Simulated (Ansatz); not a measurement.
**Counterpoise correction, worked out**

The pair of Li⁺ (SMILES [Li+], atom 1) and SiNH5 (SMILES [SiH3]N, atoms 2–8), both closed shells, in one local arrangement (a lower one may exist), relaxed at PBE0-D4/def2-TZVP:

```xyz
8
angstrom
Li -0.7820 -0.0728 -2.2421
Si -0.1592 0.4233 0.8213
N 0.2973 -0.4936 -0.6679
H -0.0011 1.8455 0.4432
H -1.5806 0.0781 1.0474
H 0.7016 0.0429 1.9590
H 0.2431 -1.4945 -0.4807
H 1.2809 -0.3290 -0.8802
```

Program: Ansatz 0.2.0. Basis: def2-TZVPPD. Cores are frozen in the correlated methods. The outer core shell of Li, Na, Mg and K is correlated.

CCSD(T) total energies in eV:

| system | geometry | basis functions | energy |
| --- | --- | --- | --- |
| pair | pair | all | -9634.88445 |
| Li⁺ | as in the pair | all (partner as ghosts) | -197.84829 |
| SiNH5 | as in the pair | all (partner as ghosts) | -9435.39296 |
| Li⁺ | as in the pair | its own | -197.84251 |
| SiNH5 | as in the pair | its own | -9435.38250 |
| Li⁺ | free (PBE0-D4 minimum) | its own | -197.84251 |
| SiNH5 | free (PBE0-D4 minimum) | its own | -9435.50781 |

(1) Work out the interaction energy with and without the counterpoise correction, the superposition error, and the binding energy from the relaxed fragments.

No T1 diagnostic of these runs exceeds 0.011.

## Answers

(1) Without correction: -9634.88445 − (-197.84251) − (-9435.38250) = -1.65944 eV.
With correction (each fragment in the whole basis): -9634.88445 − (-197.84829) − (-9435.39296) = -1.64320 eV = -37.89 kcal/mol.
The superposition error is the difference, 0.01624 eV, 1 % of the uncorrected value: each fragment borrows its partner's functions.
Deformation from the free shapes: 0.00000 eV for Li⁺ and 0.12531 eV for SiNH5.
Binding energy from relaxed fragments: -1.64320 + 0.00000 + 0.12531 = -1.51789 eV = -35.00 kcal/mol (electronic, without zero-point energy; negative means bound). For comparison, the corrected interaction energy by CCSD(T) at an estimated basis limit (MP2 extrapolated from triple and quadruple zeta, plus CCSD(T) − MP2 in triple zeta) is -1.677 eV; triple zeta with the correction binds less.

For scale, one of the runs: CCSD(T)/def2-TZVPPD, 192 basis functions, launched by `ansatz run in.yaml --threads 2 --pin off --events-out ev --progress --plain --max-ram 5222MiB`. The run took 30 s on 2 CPU threads of an Arm Neoverse V1 (shared host), with 2.1 GiB of host memory at its peak.
